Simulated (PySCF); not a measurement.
C6H15P.
Bonds: C1–C2, C2–P3, P3–C4, C4–C5, P3–C6, C6–C7. Hydrogens: H8, H9, H10 on C1; H11, H12 on C2; H13, H14 on C4; H15, H16, H17 on C5; H18, H19 on C6; H20, H21, H22 on C7.

The same species was optimised twice, with GFN2-xTB and with PBE0-D3(BJ)/def2-SVP (PySCF), and the same property calculations (PySCF, gas phase) were run on both structures.

```tsv
coordinate	GFN2-xTB	PBE0-D3(BJ)/def2-SVP	change
P3–C4 (Å)	1.867	1.861	-0.006
P3–C6 (Å)	1.867	1.861	-0.006
C2–P3 (Å)	1.867	1.861	-0.006
C1–C2 (Å)	1.523	1.522	-0.001
C6–C7 (Å)	1.523	1.522	-0.001
C4–C5 (Å)	1.523	1.522	-0.001
C2–P3–C6 (°)	97.9	99.4	+1.5
C2–P3–C4 (°)	97.8	99.4	+1.6
C4–P3–C6 (°)	97.8	99.4	+1.6
C1–C2–P3 (°)	112.2	113.4	+1.2
P3–C4–C5 (°)	112.2	113.4	+1.2
P3–C6–C7 (°)	112.2	113.3	+1.1
C1–C2–P3–C4 (°)	178	178	0
C2–P3–C4–C5 (°)	79	77	-2
C2–P3–C6–C7 (°)	178	178	0
```

Rotational constants: A = 1868, B = 1868, C = 1032 MHz (GFN2-xTB) against A = 1852, B = 1847, C = 1016 MHz (PBE0-D3(BJ)/def2-SVP). Point groups within 0.08 Å: C3 and C3.

On the GFN2-xTB structure: HOMO (eV) -6.45 [PBE0/pcSseg-1]; LUMO (eV) 1.22 [PBE0/pcSseg-1]; dipole (D) 1.23 [PBE0/pcSseg-1]; GIAO shielding of C1/C5/C7 (mean) (ppm) 174.5 [PBE0/pcSseg-1]; GIAO shielding of C2/C4/C6 (mean) (ppm) 159.1 [PBE0/pcSseg-1]; GIAO shielding of P3 (ppm) 356.4 [PBE0/pcSseg-1].

Task: What do these properties become on the PBE0-D3(BJ)/def2-SVP structure?

Result: 
| property | level | on GFN2-xTB | on PBE0-D3(BJ)/def2-SVP | change |
| --- | --- | --- | --- | --- |
| HOMO (eV) | PBE0/pcSseg-1 | -6.45 | -6.30 | +0.15 |
| LUMO (eV) | PBE0/pcSseg-1 | 1.22 | 1.26 | +0.04 |
| dipole (D) | PBE0/pcSseg-1 | 1.23 | 1.27 | +0.04 |
| energy, GFN2-xTB geometry as zero (kcal/mol) | PBE0/pcSseg-1 | 0.0 | -0.8 | -0.8 |
| GIAO shielding of C1/C5/C7 (mean) (ppm) | PBE0/pcSseg-1 | 174.5 | 172.8 | -1.7 |
| GIAO shielding of C2/C4/C6 (mean) (ppm) | PBE0/pcSseg-1 | 159.1 | 159.2 | +0.1 |
| GIAO shielding of P3 (ppm) | PBE0/pcSseg-1 | 356.4 | 350.4 | -6.0 |

The heavy atoms differ by 0.020 Å rms after alignment. Among bonds between heavy atoms C2–P3, P3–C4 and P3–C6 change most and about equally (-0.006 Å). Changes are differences of the printed values. Neither structure is proved a minimum here.

The values belong to the conformer `[CH3:1][CH2:2][P:3]([CH2:4][CH3:5])[CH2:6][CH3:7]`: C1–C2–P3–C4 178°, C2–P3–C4–C5 77°, C2–P3–C6–C7 178°.
